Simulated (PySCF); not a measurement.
Computed shifts of a molecule C2H6FGaO, PBE0/pcSseg-1 run with PySCF, GIAO, gas phase, atoms alike by connectivity averaged where their shifts nearly agree, in ppm (number of nuclei): ¹⁹F: -165.2 (1). ¹³C: 12.4 (1), 7.7 (1). ¹H: 3.11 (1), 1.46 (3), 1.26 (2). References: ¹⁹F against CFCl3 (σ = 167.2 ppm); ¹³C against TMS (σ = 186.3 ppm); ¹H against TMS (σ = 31.56 ppm); ¹⁷O against H2O (σ = 334.2 ppm), references at their B3LYP-D3(BJ)/def2-TZVP geometries, non-relativistic. Geometry optimised at PBE0-D3(BJ)/def2-SVP. Other conformers were not sampled.

Problem. Which structure fits?
(A) C[CH2][Ga]([OH])[F]
(B) CC[O][GaH][F]
(C) C[O][Ga]([CH3])[F]

Solution. A, C[CH2][Ga]([OH])[F]
